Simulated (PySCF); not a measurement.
Input file for PySCF: D3(BJ) and D4 dispersion corrections on C3H8 (SMILES CCC).

```python
from pyscf import gto
from pyscf.dispersion import dftd3, dftd4

mol = gto.M(
    atom='''
    C    -1.19201278   -0.51012436    3.96321754
    C     0.33246158   -0.45761465    3.98721515
    C     0.87343726    0.96583295    3.88810250
    H    -1.55949986   -1.53455206    4.04940577
    H    -1.61842644    0.06846784    4.78677370
    H    -1.57842325   -0.09536156    3.02947545
    H     0.72579770   -1.05347196    3.15917661
    H     0.70145730   -0.92457629    4.90543464
    H     1.96520077    0.98314391    3.89579962
    H     0.53757395    1.44636336    2.96633359
    H     0.52463705    1.57770159    4.72386091
    ''',
    basis='def2-svp',
    charge=0, spin=0, verbose=0, max_memory=1800)
d3, d4 = {}, {}
for xc in ['hf', 'pbe', 'blyp', 'revpbe', 'tpss', 'r2scan', 'b3lyp', 'pbe0', 'bhlyp', 'camb3lyp', 'b2plyp']:
    d3[xc] = float(dftd3.DFTD3Dispersion(mol, xc=xc, version='d3bj', atm=False).get_dispersion()['energy'])
    print(f'D3(BJ) {xc:10s} {d3[xc]:14.8f} Eh')
for xc in ['hf', 'pbe', 'blyp', 'revpbe', 'tpss', 'r2scan', 'b3lyp', 'pbe0', 'bhlyp', 'camb3lyp', 'b2plyp']:
    d4[xc] = float(dftd4.DFTD4Dispersion(mol, xc={'camb3lyp': 'cam-b3lyp'}.get(xc, xc), atm=True).get_dispersion()['energy'])
    print(f'D4     {xc:10s} {d4[xc]:14.8f} Eh')
```

Output:

```
D3(BJ) hf            -0.05035983 Eh
D3(BJ) pbe           -0.00604963 Eh
D3(BJ) blyp          -0.01229970 Eh
D3(BJ) revpbe        -0.01619200 Eh
D3(BJ) tpss          -0.00735020 Eh
D3(BJ) r2scan        -0.00160680 Eh
D3(BJ) b3lyp         -0.00993269 Eh
D3(BJ) pbe0          -0.00496442 Eh
D3(BJ) bhlyp         -0.00736629 Eh
D3(BJ) camb3lyp      -0.00411745 Eh
D3(BJ) b2plyp        -0.00432145 Eh
D4     hf            -0.02127242 Eh
D4     pbe           -0.00519548 Eh
D4     blyp          -0.01192233 Eh
D4     revpbe        -0.01979231 Eh
D4     tpss          -0.00705058 Eh
D4     r2scan        -0.00129800 Eh
D4     b3lyp         -0.00825330 Eh
D4     pbe0          -0.00428163 Eh
D4     bhlyp         -0.00538566 Eh
D4     camb3lyp      -0.00419989 Eh
D4     b2plyp        -0.00360413 Eh
```

The run finished.

Cost: roughly 0.04 core-seconds.
